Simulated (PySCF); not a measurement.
# Electronic absorption of C6H9ClSi

Compound: C6H9ClSi.
SMILES with atom numbers: `[CH3:1][C:2]#[C:3][SiH2:4][CH2:5]/[CH:6]=[CH:7]/[Cl:8]` (hydrogens: H9, H10, H11 on C1; H12, H13 on Si4; H14, H15 on C5; H16 on C6; H17 on C7)

Computed with TDDFT PBE0/def2-SVPD, vertical, gas phase, core orbitals frozen in the response in PySCF. The structure is a single GFN2-xTB conformer in the gas phase; no vibrational or solvent corrections. Torsions of this conformer, `[CH3:1][C:2]#[C:3][SiH2:4][CH2:5]/[CH:6]=[CH:7]/[Cl:8]`: C3–Si4–C5–C6 63°, Si4–C5–C6–C7 -100°.

```json
{"state": "S1", "E (eV)": "5.85", "λ (nm)": "212.0", "f": "0.052", "main configurations (H = HOMO, L = LUMO)": "H→L+1 (66%), H→L (24%)"}
{"state": "S2", "E (eV)": "5.94", "λ (nm)": "208.8", "f": "0.134", "main configurations (H = HOMO, L = LUMO)": "H→L (47%), H→L+1 (8%)"}
{"state": "S3", "E (eV)": "6.04", "λ (nm)": "205.4", "f": "0.054", "main configurations (H = HOMO, L = LUMO)": "H-1→L+1 (26%), H-1→L (25%), H→L+1 (16%)"}
{"state": "S4", "E (eV)": "6.23", "λ (nm)": "199.0", "f": "0.029", "main configurations (H = HOMO, L = LUMO)": "H-2→L+1 (36%), H→L+2 (14%), H-1→L (14%)"}
{"state": "S5", "E (eV)": "6.26", "λ (nm)": "198.1", "f": "0.037", "main configurations (H = HOMO, L = LUMO)": "H-2→L (28%), H-1→L+1 (22%), H-2→L+2 (21%)"}
{"state": "S6", "E (eV)": "6.41", "λ (nm)": "193.5", "f": "0.024", "main configurations (H = HOMO, L = LUMO)": "H→L+2 (52%), H-2→L+1 (14%), H→L+4 (12%)"}
{"state": "S7", "E (eV)": "6.51", "λ (nm)": "190.4", "f": "0.014", "main configurations (H = HOMO, L = LUMO)": "H→L+4 (60%), H→L+2 (17%)"}
{"state": "S8", "E (eV)": "6.57", "λ (nm)": "188.8", "f": "0.0098", "main configurations (H = HOMO, L = LUMO)": "H→L+3 (85%)"}
```

Triplets, Tamm–Dancoff:

| state | E (eV) | λ (nm) | main configurations (H = HOMO, L = LUMO) |
| --- | --- | --- | --- |
| T1 | 3.96 | 313.3 | H→L (80%) |
| T2 | 4.96 | 249.9 | H-1→L+2 (24%), H-2→L+1 (21%), H-2→L (13%) |
| T3 | 5.40 | 229.8 | H-1→L+2 (31%), H-2→L+1 (25%), H-1→L (11%) |

The lowest singlet comes at 212 nm (564 kJ/mol) in the ultraviolet; it is of moderate strength; its leading configuration is HOMO→LUMO+1 (66%). The most intense listed level is S2 at 5.94 eV (209 nm, f = 0.134), 0.09 eV above S1. Löwdin shares by element: HOMO carbon 59% or more, chlorine 26% (atoms not listed hold the other 16%); LUMO carbon 48% or more, silicon 10%, chlorine 8% (atoms not listed hold the other 34%). Orbital energies (eV): HOMO-3 -8.76, HOMO-2 -7.82, HOMO-1 -7.77, HOMO -6.85, LUMO -0.20, LUMO+1 0.06, LUMO+2 0.44. Weighted by f, the mean energy of these states is 6.07 eV. The oscillator strengths of these states sum to 0.353; summed over the whole spectrum of an exact calculation they would give the number of electrons, 76 (Thomas–Reiche–Kuhn). Only the lowest 8 singlets were computed, as vertical energies without vibronic structure.

The run took 2.5 min wall, 1.9 min CPU on Intel Xeon at 2.50 GHz, one thread, shared host with 64 logical CPUs at a one-minute load of 56, and the process peaked at 0.97 GiB of memory.
